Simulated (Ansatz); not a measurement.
The cluster Ta₂O₅⁺. Total charge 1; doublet. Geometry PBE-D4/def2-SVP; atoms count from 1.

Cartesian coordinates in Å:
```
Ta 1.9254 -0.7268 -0.4556
Ta -0.6034 0.4471 0.4214
O 1.5670 -1.7260 -1.8032
O 0.5622 -1.0872 0.8254
O -2.5045 0.7355 0.3261
O 0.9340 0.8771 -0.7299
O -1.8807 1.4803 1.4158
```

In the def2 sets Ta takes a core potential; there is no spin–orbit coupling. The structure holds 1 bond(s) between oxygen atoms. Another isomer (doublet) lies 2.34 eV lower at PBE0-D4/def2-TZVP; other spin states weren't run for this one.

(1) Estimate the Mulliken populations from the PBE0/def2-TZVP orbitals of Ansatz.

(2) Where does the spin sit?

(3) And the Mayer bond orders between heavy atoms (over 0.3)?

## Answers

(1) 
| atom | charge (e) | spin (α − β) | d electrons |
| --- | --- | --- | --- |
| Ta1 | 1.54 | 0.15 | 2.75 |
| Ta2 | 1.35 | 1.01 | 2.68 |
| O3 | -0.37 | 0.00 | – |
| O4 | -0.55 | -0.04 | – |
| O5 | -0.21 | -0.04 | – |
| O6 | -0.55 | -0.04 | – |
| O7 | -0.21 | -0.05 | – |
Mulliken values depend strongly on the basis.

(2) Summed by element: Ta 1.16, O -0.16, of 1 unpaired in all. Largest on single atoms: Ta2 1.01, Ta1 0.15, O7 -0.05.

(3) Ta1–Ta2 0.30 (2.92 Å); Ta1–O3 2.29 (1.72 Å); Ta1–O4 1.21 (1.91 Å); Ta1–O6 1.21 (1.91 Å); Ta2–O4 0.89 (1.97 Å); Ta2–O5 1.19 (1.93 Å); Ta2–O6 0.89 (1.97 Å); Ta2–O7 1.20 (1.92 Å); O5–O7 0.84 (1.46 Å).
